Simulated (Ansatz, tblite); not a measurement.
Cost and result up the ladder for TeF₂ (3 atoms). The state is a singlet with charge 0. Geometry: PBE0-D4/def2-TZVP.

```
atom   x (Å)   y (Å)   z (Å)
 Te1  -0.090  -0.815   0.237
  F2   1.417   0.314   0.082
  F3  -1.327   0.501  -0.319
```

Ansatz on 4 threads of Intel Xeon on a shared host; xTB runs through tblite on one thread. Times are rough, summed over both states, and most runs start from the orbitals of an earlier one. CCSD(T)/def2-TZVPP serves as the yardstick here, not as an exact answer. The other state is a doublet.

In the def2 sets Te takes a core potential; there is no spin–orbit coupling. The xTB rows come from tblite. Correlated methods freeze 6 core orbitals; core or outer-core shells of Te are correlated, in sets that lack core-valence functions.

Raw xTB energies of ions are shifted by several eV.

```
                          level  functions  wall time  vertical IE (eV)  difference from CCSD(T)/def2-TZVPP (eV)
                       GFN2-xTB         17    0.011 s             16.64                                     7.45
                       GFN1-xTB         17    0.013 s             17.09                                     7.89
               PBE-D4/def2-TZVP        112      3.5 s              8.95                                    -0.24
            r2SCAN-D4/def2-TZVP        112      5.4 s              9.05                                    -0.14
PBE0-D4/def2-TZVP (with forces)        112      5.5 s              9.20                                     0.00
             CCSD(T)/def2-TZVPP        112       36 s              9.19                                     0.00
```
